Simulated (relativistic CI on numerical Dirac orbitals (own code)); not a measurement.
# Ti4+ in a cubic cluster: 2p photoemission with charge transfer

Computed with a charge-transfer multiplet model of a cubic metal-ligand cluster with up to 2 ligand holes, Slater and spin-orbit integrals from Dirac-Coulomb-Breit ions, Slater integrals scaled by 0.8. The ground state mixes d0 with configurations of k ligand holes L, whose averages lie at kΔ + k(k − 1)U_dd/2; a core hole lowers each added d electron by U_cd. 20 K, Lorentzian 0.6 eV and Gaussian 0.8 eV FWHM.

Atomic integrals in eV (Slater integrals scaled, ζ unscaled), ground: F2dd 6.578, F4dd 4.090, zeta_d 0.013; with the core hole: F2dd 6.578, F4dd 4.090, zeta_d 0.032, zeta_core 3.740, F2cd 5.066, G1cd 3.785, G3cd 2.149. Where a configuration has fewer than two d electrons, the dd integrals are those of d2.

Cluster parameters (eV): U_dd = 5.5, U_cd = 7.1, 10Dq = 1.1, 10Dq(ligand) = 0.4, V(eg) = 3.5, V(t2g) = -1.87, final-state hopping factor = 0.8.

| Case | n_d | d0 | d1L | d2L2 | S |
| --- | --- | --- | --- | --- | --- |
| Δ = -1.3 eV | 1.03 | 0.21 | 0.55 | 0.24 | 0.00 |
| Δ = 0.7 eV | 0.91 | 0.28 | 0.54 | 0.19 | 0.00 |
| Δ = 3.7 eV | 0.72 | 0.40 | 0.48 | 0.12 | 0.00 |

Weights, n_d and S are thermal averages at 20 K. Binding energies count from the first peak over 30 % of the highest in each spectrum, which can be another peak from case to case. The parameters are a model scan and need not match a compound or its usual spin state. Peaks in eV (height, largest 100):
- Δ = -1.3 eV: 0.0 (100), 6.1 (34), 15.0 (8)
- Δ = 0.7 eV: 0.0 (100), 6.1 (33), 14.3 (9)
- Δ = 3.7 eV: 0.0 (100), 6.1 (29), 13.0 (8)

Curve for Δ = -1.3 eV (points under 2 left out, the grid thinned):

```tsv
E (eV)	Intensity
-2.8	2.0
-2.4	2.8
-2.0	4.0
-1.6	6.5
-1.2	12.5
-0.8	30.2
-0.4	70.3
0.0	100.0
0.4	71.9
0.8	31.4
1.2	13.3
1.6	7.7
2.0	6.3
2.4	6.6
2.8	7.2
3.2	7.4
3.6	7.7
4.0	9.2
4.4	11.5
4.8	13.2
5.2	17.9
5.6	27.1
6.0	33.8
6.4	32.0
6.8	20.5
7.2	9.9
7.6	5.3
8.0	3.7
8.4	3.0
8.8	2.7
9.2	2.4
9.6	2.2
10.8	2.1
11.2	2.3
11.6	2.2
14.1	3.0
14.5	5.8
14.9	8.1
15.3	6.8
15.7	4.1
16.1	2.5
20.3	2.8
20.7	4.5
21.1	3.9
21.5	2.0
```

A d0 ion has no d-d gap: its lowest excitations are ligand-to-metal charge transfer. With the core hole the configuration with one ligand hole lies at Δ − U_cd = -8.4, -6.4, -3.4 eV from the one without, in the order of the table; where this is negative the screened configuration lies lower, though the effective hopping of about 6.3 eV (from the holes of the mixed ground state) mixes the two strongly wherever it is as large as the gap.

With at most 2 ligand holes the space is cut while the next configuration still counts, so covalency is underestimated, and a final configuration with one more ligand hole, which can lie low, is missing from the spectra.
